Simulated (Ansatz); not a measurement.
Reaction (redistribution): `[NH2][Ta](=[S])([Cl])[Cl]` + `[CH3][Ge]([NH2])([OH])[F]` → `[NH2][Ta]([NH2])(=[S])[Cl]` + `[CH3][Ge]([OH])([F])[Cl]`

Computed with Ansatz on PBE0-D4/def2-TZVP structures; ΔE is electronic, products minus reactants. CCSD(T)/CBS is the MP2 limit (def2-TZVPP, def2-QZVPP) plus CCSD(T) − MP2 in def2-TZVPP, frozen cores. Functionals use def2-TZVPP. B3LYP here is the variant with VWN-RPA as its local correlation; programs differ in this. def2 core potentials past Kr. For Ge, Ta outer-core shells are correlated without core-valence functions, which leaves a few kJ/mol of doubt a bond. Scalar relativity is left out up to krypton. Each species was taken in one conformer, which may not be the lowest.

`[NH2][Ta](=[S])([Cl])[Cl]`:

Cartesian coordinates in Å:
```
N 1.130 -0.016 0.518
Ta -0.629 0.014 -0.307
S -0.269 0.581 -2.345
Cl -1.565 -2.076 -0.183
Cl -1.946 1.557 0.760
H 2.007 0.194 0.065
H 1.272 -0.253 1.492
```

`[CH3][Ge]([NH2])([OH])[F]`:

Cartesian coordinates in Å:
```
C 0.984 -1.104 -0.538
Ge 0.021 0.380 0.226
N -1.428 0.876 -0.723
O -0.457 0.183 1.918
F 1.135 1.723 0.306
H 1.207 -0.902 -1.586
H 0.392 -2.016 -0.463
H 1.921 -1.243 0.001
H -1.745 0.255 -1.450
H -2.204 1.252 -0.202
H 0.173 0.597 2.513
```

`[NH2][Ta]([NH2])(=[S])[Cl]`:

Z-matrix (Å, degrees):
```
Ta
N 1 1.961
S 1 2.157 2 107.7
N 1 1.961 2 111.1 3 117.8
Cl 1 2.315 2 108.7 3 -122.7
H 2 1.011 1 124.6 3 -172.1
H 2 1.009 1 125.0 3 4.3
H 4 1.011 1 124.6 2 54.3
H 4 1.009 1 125.0 2 -122.0
```

`[CH3][Ge]([OH])([F])[Cl]`:

Cartesian coordinates in Å:
```
C 0.892 -0.954 -0.388
Ge -0.392 0.431 -0.067
O -0.885 0.441 1.614
F -1.812 0.183 -1.026
Cl 0.282 2.384 -0.628
H 1.793 -0.754 0.189
H 1.135 -0.983 -1.450
H 0.465 -1.910 -0.082
H -1.478 1.163 1.837
```

```
             level  ΔE (kJ/mol)  difference from CCSD(T)/CBS
            PBE-D4          0.2                         -8.0
         r2SCAN-D4          2.5                         -5.7
           PBE0-D4          2.4                         -5.8
          B3LYP-D4          1.5                         -6.7
           ωB97X-V          1.4                         -6.8
           ωB97M-V          1.9                         -6.3
            B2PLYP          6.9                         -1.3
               PBE          0.2                         -8.0
            r2SCAN          2.6                         -5.6
              PBE0          2.4                         -5.8
             B3LYP          1.5                         -6.7
     HF/def2-TZVPP          2.1                         -6.1
    MP2/def2-TZVPP         14.8                          6.6
SCS-MP2/def2-TZVPP         11.7                          3.5
   CCSD/def2-TZVPP          5.3                         -2.9
CCSD(T)/def2-TZVPP          7.1                         -1.1
     HF/def2-QZVPP          2.4                         -5.8
    MP2/def2-QZVPP         15.5                          7.3
SCS-MP2/def2-QZVPP         12.3                          4.1
      HF/CBS(def2)          2.5                         -5.7
     MP2/CBS(def2)         15.9                          7.7
    CCSD/CBS(def2)          6.4                         -1.8
       CCSD(T)/CBS          8.2                            0
```

Largest T1 diagnostic among the species: 0.020.

In def2-TZVPP, CCSD(T) changes the Hartree–Fock value by +5.0 kJ/mol (the triples alone add +1.8 kJ/mol) and MP2 by +12.6 kJ/mol.
